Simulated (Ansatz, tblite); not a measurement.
Cost and result up the ladder for Cu2O2⁻ (the lowest doublet isomer of a short search) (4 atoms). The state is a doublet with charge -1. Geometry: PBE0-D4/def2-SVPD.

Cartesian coordinates in Å:
```
Cu -0.156 0.443 0.408
Cu 0.533 -1.267 -1.341
O -0.256 -1.359 0.228
O -0.121 2.183 0.704
```

Ansatz on 4 threads of Intel Xeon on a shared host; xTB runs through tblite on one thread. Times are rough, summed over both states, and most runs start from the orbitals of an earlier one. PBE0-D4/def2-TZVPD serves as the yardstick here, not as an exact answer. The other state is a triplet.

The xTB rows come from tblite. The structure comes from a short search, and lower isomers may exist.

Raw xTB energies of ions are shifted by several eV, and xTB has no spin-polarisation term.

```tsv
level	functions	wall time	vertical IE (eV)	difference from PBE0-D4/def2-TZVPD (eV)	remarks
GFN1-xTB	26	0.017 s	7.71	5.25	–
GFN2-xTB	26	0.021 s	7.63	5.18	–
PBE-D4/def2-TZVPD	176	14 s	2.48	0.03	HOMO above zero (-1 doublet), spin-contaminated (⟨S²⟩ 0.88) (-1 doublet)
r2SCAN-D4/def2-TZVPD	176	40 s	2.43	-0.02	spin-contaminated (⟨S²⟩ 0.99) (-1 doublet)
PBE0-D4/def2-TZVPD	176	49 s	2.46	0.00	–
```
